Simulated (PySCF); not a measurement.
Compound: C7H10SSi.
SMILES with atom numbers: `[SiH3:1][CH2:2][c:3]1[cH:4][cH:5][cH:6][c:7]([SH:8])[cH:9]1` (hydrogens: H10, H11, H12 on Si1; H13, H14 on C2; H15 on C4; H16 on C5; H17 on C6; H18 on S8; H19 on C9)

Cartesian coordinates in Å at the PBE0-D3(BJ)/def2-SVP level; atoms count from 1:
```
atom  x, y, z in Å
Si1   -2.630    0.807   -0.656
C2    -1.752   -0.169    0.711
C3    -0.281   -0.291    0.441
C4     0.229   -1.367   -0.298
C5     1.590   -1.446   -0.577
C6     2.467   -0.461   -0.132
C7     1.973    0.621    0.604
S8     3.002    1.919    1.217
C9     0.604    0.698    0.882
H10   -2.061    2.186   -0.739
H11   -2.441    0.121   -1.970
H12   -4.095    0.904   -0.365
H13   -2.224   -1.163    0.778
H14   -1.939    0.341    1.670
H15   -0.448   -2.148   -0.654
H16    1.979   -2.291   -1.150
H17    3.534   -0.537   -0.356
H18    4.164    1.443    0.725
H19    0.218    1.544    1.457
```

Computed, not measured: TDDFT PBE0/def2-SVPD, vertical, gas phase, core orbitals frozen in the response in PySCF 2.14.0, density-fitted response routines.

Transition dipole moments from the ground state, in atomic units and in the frame of the coordinates above (overall signs are arbitrary), for the states with f of 0.002 or more among the lowest 8:

| state | E (eV) | μx | μy | μz |
| --- | --- | --- | --- | --- |
| S1 | 4.749 | -0.339 | 0.082 | 0.053 |
| S3 | 5.220 | -0.640 | -0.907 | -0.402 |
| S4 | 5.880 | -0.148 | -0.053 | 0.327 |
| S5 | 5.911 | 0.936 | -0.493 | -0.205 |
| S6 | 6.034 | -0.223 | -0.051 | -0.025 |
| S7 | 6.064 | 1.675 | 0.624 | 0.455 |
| S8 | 6.179 | -0.369 | -0.054 | -0.192 |

(1) Work out the oscillator strengths.

(2) What angle do the transition dipoles of S7 and S8 make?

(3) What peak molar absorption coefficient would the strongest computed level give as a lone Gaussian band 0.3 eV wide at half height?

Results:

(1) f = (2/3) ΔE |μ|² with ΔE in hartree (27.2114 eV).

| state | \|μ\|² (au) | \|μ\| (D) | f |
| --- | --- | --- | --- |
| S1 | 0.125 | 0.90 | 0.014 |
| S3 | 1.394 | 3.00 | 0.178 |
| S4 | 0.132 | 0.92 | 0.019 |
| S5 | 1.161 | 2.74 | 0.168 |
| S6 | 0.053 | 0.59 | 0.008 |
| S7 | 3.401 | 4.69 | 0.505 |
| S8 | 0.176 | 1.07 | 0.027 |

(2) |cos θ| = |μa·μb| / (|μa| |μb|) = 0.96, so θ ≈ 17° (taken between 0 and 90°, since the signs are arbitrary).

(3) ε(max) = 2.175×10⁸ f / FWHM, with the width in cm⁻¹. S7: 2.175×10⁸ × 0.5052 / 2420 ≈ 45000 L mol⁻¹ cm⁻¹.

The vertical ionisation energy (ΔSCF) is 8.05 eV, 1.87 eV above S8.

Hardware: one thread of an Arm Neoverse N1, shared host. Cost: 8.9 min wall.

One conformer stands for the species.
